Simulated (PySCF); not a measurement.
## NMR parameters of Si(vinyl)3Ph

Si(vinyl)3Ph, C12H14Si, point group C1.

Bonds: Si1-C2, Si1-C7, Si1-C12, Si1-C17, C2-C3, C7-C8, C12-C13, C17-C18, C17-C22, C18-C19, C19-C20, C20-C21, C21-C22. C2 carries H4; C3 carries H5, H6; C7 carries H9; C8 carries H10, H11; C12 carries H14; C13 carries H15, H16; C18 carries H23; C19 carries H24; C20 carries H25; C21 carries H26; C22 carries H27.

GIAO calculations in PySCF 2.14 on the PBE0-D3(BJ)/def2-SVP structure: isolated species, non-relativistic, equivalent atoms averaged; basis pcSseg-1.

Question: Give the isotropic shieldings (ppm) with B3LYP, PBE0.

Answer: 
```
                atoms                           environment  B3LYP   PBE0
                  Si1                 silicon bonded to 4 C  355.6  369.0
            C3/C8/C13               carbon bonded to C, 2 H   34.1   37.9
            C2/C7/C12             carbon bonded to C, Si, H   34.4   40.5
              C18/C22               carbon bonded to 2 C, H   35.3   40.9
                  C17              carbon bonded to 2 C, Si   41.9   48.5
                  C20               carbon bonded to 2 C, H   43.3   48.8
              C19/C21               carbon bonded to 2 C, H   45.6   51.2
              H23/H27    hydrogen on a carbon bonded to 2 C  23.77  23.53
                  H25    hydrogen on a carbon bonded to 2 C  23.98  23.72
              H24/H26    hydrogen on a carbon bonded to 2 C  24.00  23.74
            H4/H9/H14  hydrogen on a carbon bonded to C, Si  25.01  24.77
H5/H6/H10/H11/H15/H16      hydrogen on a carbon bonded to C  25.29  25.03
   HOMO–LUMO gap (eV)                                     –   6.20   6.63
```

Question: And the chemical shifts, against references computed in the same way?

Answer: 
```json
{"atoms": "Si1", "nucleus, reference": "29Si, TMS", "B3LYP": "-17.8", "PBE0": "-17.0"}
{"atoms": "C3/C8/C13", "nucleus, reference": "13C, TMS", "B3LYP": "145.1", "PBE0": "146.5"}
{"atoms": "C2/C7/C12", "nucleus, reference": "13C, TMS", "B3LYP": "144.9", "PBE0": "143.9"}
{"atoms": "C18/C22", "nucleus, reference": "13C, TMS", "B3LYP": "143.9", "PBE0": "143.5"}
{"atoms": "C17", "nucleus, reference": "13C, TMS", "B3LYP": "137.3", "PBE0": "135.9"}
{"atoms": "C20", "nucleus, reference": "13C, TMS", "B3LYP": "135.9", "PBE0": "135.6"}
{"atoms": "C19/C21", "nucleus, reference": "13C, TMS", "B3LYP": "133.7", "PBE0": "133.3"}
{"atoms": "H23/H27", "nucleus, reference": "1H, TMS", "B3LYP": "7.61", "PBE0": "7.74"}
{"atoms": "H25", "nucleus, reference": "1H, TMS", "B3LYP": "7.40", "PBE0": "7.54"}
{"atoms": "H24/H26", "nucleus, reference": "1H, TMS", "B3LYP": "7.39", "PBE0": "7.53"}
{"atoms": "H4/H9/H14", "nucleus, reference": "1H, TMS", "B3LYP": "6.38", "PBE0": "6.50"}
{"atoms": "H5/H6/H10/H11/H15/H16", "nucleus, reference": "1H, TMS", "B3LYP": "6.09", "PBE0": "6.23"}
```

Question: Which part of the shielding of Si1 depends on the functional?

Answer: Diamagnetic: B3LYP 887, PBE0 887 ppm; paramagnetic: B3LYP -532, PBE0 -518 ppm. The diamagnetic part, set mainly by inner electrons, hardly moves; the paramagnetic part goes with low-lying magnetically allowed excitations and carries the spread.
